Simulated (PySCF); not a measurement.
Radial density of Pr²⁺ (praseodymium, charge +2)

B3LYP, [Xe] 4f3, one real determinant. Calculation: PySCF 2.14, in cc-pVDZ-X2C (8s7p5d3f1g, 84 functions); the spin-free X2C one-electron Hamiltonian (Gaussian nucleus).

```
r (bohr)  4πr²ρ (e/bohr)  4πr²(ρα − ρβ)
  0.0180           78.17         0.0010
  0.0303           67.91         0.0023
  0.0510           85.68         0.0047
  0.0858           98.97         0.0032
   0.144           75.18         0.0424
   0.243           83.12         0.3660
   0.408           32.65         1.5865
   0.687           35.01         2.7062
    1.16           11.07         1.8476
    1.94           4.947         0.4651
    3.27          0.3715         0.0344
    5.50        0.003492         0.0017
    9.25       2.244e-05         0.0000
```

Densities and radii are taken from the X2C orbitals without a picture-change correction, which distorts them close to the nucleus.

⟨L²⟩ = 34.00 against 42 for a pure I term, so this real determinant mixes terms. Spin-orbit coupling, absent here, splits the open shell strongly.
